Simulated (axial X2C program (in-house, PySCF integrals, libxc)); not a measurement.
**Which molecule gave these maps?**

PBE0 fields computed with an axial X2C code built on PySCF integrals, 2c, near the equilibrium distance, one atom at z = 0.

The maps cover the half plane through the axis: z from -2.4 to 4.5 Å along the bond, ρ from 0.15 to 2.25 Å away from it (steps of 0.3 Å, the bottom row nearest the axis).

log10 of the density in e/bohr³:

digits 0 to 9 span -4.19 to 1.38 evenly
```
000111122222222222111100
001122222222222222222110
011223333333333333332211
112233444444444444433221
122334444444444444443322
123344555555555555544332
223445677765556777554432
223445689865556898654432
```

Electron localisation function (collinear form, no current term, damped to 0 at low density):

digits 0 to 9 span 0.00 to 1.00 evenly
```
000011111222322211111000
001233333334443333333210
013566654445554445666531
136788765556665556788763
268888753456665335788886
478997421136762112489987
689996246415741463269998
689984272723732727258998
```

Axial spin density in 10⁻³ e/bohr³:

digits 0 to 9 span -6.41 to 6.41 evenly, values beyond are clipped
```
555555555555555555555555
555555566666666665555555
555555677787778776655555
555556789999999998765555
445556899999999999865544
444456999999999999865444
444445674688788647644444
444433417543334652433444
```

Question: Which molecule is it?
A. Ge₂
B. CoN⁺
C. GaCl⁻
D. CoC

Answer: A. Ge₂, with Ge at z = 0 and Ge at z = 2.381 Å, state Ω = 1 (⟨Sz⟩ = 1.00, ⟨Lz⟩ = 0.00 at PBE0), basis Ge dyall-cv3z [9s9p7d4f1g] (cores contracted in-house). The state is one determinant whose occupation by symmetry is held fixed; it was picked as the lowest of a PBE0 search that is not exhaustive. Density functionals use the spin component along the axis (collinear). PBE0 can misorder states that lie within some tenths of an eV, so this need not be the ground state of the molecule. The nearest other 2c determinant of the search, Ω = 2, lies 0.34 eV up at the distance of the search. With several unpaired electrons one determinant need not be a pure state. Open-shell Ω = 0 determinants with evenly filled partner blocks cannot be reached by this program, so the Ω shown need not be the lowest component. This is the Ω = 1 component of a π² triplet; the 0⁺ component is not one determinant and can lie lowest.
